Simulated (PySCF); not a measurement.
H2S, SMILES S. Heavy atoms are numbered as in [SH2:1]. Hydrogens are named by the atom that carries them.

Geometry optimised at B3LYP-D3(BJ)/def2-TZVP.

Calculation: PySCF with PBE/pcSseg-2.

GIAO shieldings, no solvent; atoms alike by connectivity are averaged. δ = σ(ref) − σ: ¹H against TMS (σ = 31.47 ppm), references at their B3LYP-D3(BJ)/def2-TZVP geometries, non-relativistic.

**Question.** Estimate the chemical shifts. (An estimate is asked for; the answer gives what the named calculation found.)

**Answer.** 
| nucleus | atoms | count | δ (ppm) |
|---|---|---|---|
| ¹H | H on S1 | 2 | 0.84 |
